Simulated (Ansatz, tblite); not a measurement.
Removing and adding an electron: `C=CCCCCCCCCCO`. Charge 0, multiplicity 1. Geometry: r2SCAN-D4/def2-SVP. Ansatz, gas phase; energy differences of separate SCF runs; the oxidised species was run as a doublet alone; the reduced species was run as a doublet alone.

The xTB rows come from tblite. HOMO above LUMO, or a gap near zero within one spin, warns that the state may not be the lowest or that an electron is smeared out.

Q: Estimate orbital energies and vertical ionisation energies and electron affinities at: GFN1-xTB; GFN2-xTB; PBE-D4/def2-SVP; PBE0-D4/def2-SVP.

A: 
| level | −HOMO (eV) | vertical IE (eV) | −LUMO (eV) | vertical EA (eV) | HOMO–LUMO gap (eV) | IE − EA (eV) | remarks |
| --- | --- | --- | --- | --- | --- | --- | --- |
| GFN1-xTB | 11.79 | 14.05 | 6.62 | 3.36 | 5.16 | 10.68 | – |
| GFN2-xTB | 10.73 | 12.84 | 5.55 | 1.59 | 5.18 | 11.25 | – |
| PBE-D4/def2-SVP | 5.79 | 8.15 | 0.48 | -1.83 | 5.30 | 9.98 | HOMO above zero (-1 doublet), gap within one spin near zero (+1 doublet), gap within one spin near zero (-1 doublet) |
| PBE0-D4/def2-SVP | 7.25 | 8.87 | -0.57 | -2.26 | 7.82 | 11.13 | HOMO above zero (-1 doublet) |

   A HOMO above zero means that the electron is unbound at that level or that self-interaction error raises the level; the energy of removing that electron tells which. Raw xTB energy differences between charge states are shifted by several eV; the methods need an empirical correction for them. Sets without diffuse functions give affinities that are too small. A negative affinity means that the extra electron isn't bound; its size then hangs on the basis.
